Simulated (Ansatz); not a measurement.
`CC[SiH2]N` → `CC` + `N[SiH]` at 400 K and 1 bar (silylene formation by 1,1-elimination).

Gas-phase electronic energies from Ansatz, PBE0-D4/def2-TZVP geometries. CCSD(T)/CBS adds triple-zeta CCSD(T) − MP2 to the extrapolated MP2 energy (def2 sets, frozen cores). This one scheme is used for every species. One conformer a species, not always the lowest.

| species | CCSD(T)/CBS energy (Eh) | H − E (kJ/mol) | S (J/(mol·K)) |
| --- | --- | --- | --- |
| `CC[SiH2]N` | -425.33899 | 317.8 | 372.4 |
| `CC` | -79.71954 | 213.5 | 244.3 |
| `N[SiH]` | -345.56329 | 104.6 | 261.0 |

H − E and S are ideal-gas, rigid-rotor, harmonic terms from PBE0-D4/def2-TZVP, for one conformer and one mirror image of each species. 1 Eh = 2625.50 kJ/mol, R = 8.31446 J/(mol·K).

Q: By hand: ΔE, ΔH, ΔS and ΔG.

A: ΔE = (-79.71954) + (-345.56329) − (-425.33899) = 0.05616 Eh = 147.4 kJ/mol. Δ(H − E) = 213.5 + 104.6 − 317.8 = 0.3, so ΔH = 147.7 kJ/mol. ΔS = 244.3 + 261.0 − 372.4 = 132.9 J/(mol·K). ΔG = 147.7 − 400 × (132.9)/1000 = 94.5 kJ/mol.

Q: By hand: the equilibrium constant, and the temperature at which ΔG would vanish if ΔH and ΔS stayed fixed.

A: log₁₀ K = −ΔG/(RT ln 10) = -12.3. ΔG = 0 at ΔH/ΔS = 1111 K.

The number of gas molecules changes by +1, which sets the sign of ΔS. A doubt of 5 kJ/mol in ΔE shifts log₁₀ K by 0.7 here. Other conformers and mirror images would add mixing entropy, several J/(mol·K) or more a flexible species. These are equilibria of isolated gas molecules and say nothing of rates. Largest T1 diagnostic: 0.015 (customary marks: 0.02 for closed shells, 0.045 for open ones).
